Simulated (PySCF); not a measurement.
## How methods differ on the excitation energy of Pr²⁺

Pr²⁺ [Xe] 4f3 (high-spin determinant) → Pr²⁺ [Xe] 4f2 6s1 (high-spin determinant), as a difference of total energies. Calculation: PySCF 2.14, in ANO-RCC-VTZP; scalar relativity by spin-free X2C-1e. Correlated levels: valence: [Kr] 4d10 frozen. The calculations carry no spin-orbit coupling.

| method | excitation energy (cm⁻¹) |
| --- | --- |
| UHF | 18156 |
| MP2 (valence) | 23478 |
| SCS-MP2 (valence) | 21813 |
| CCSD (valence) | 23904 |
| CCSD(T) (valence) | 24398 |

A first-order spin-orbit estimate (lowest level to lowest level, LS coupling) adds 0.016 eV.

The basis was made for the ground configuration and has no added diffuse functions, so the excitation energy can come out too high.

The determinant of the lower state and of the upper state mixes LS terms, which raises its energy above the lowest term, most at the Hartree-Fock and MP2 levels.
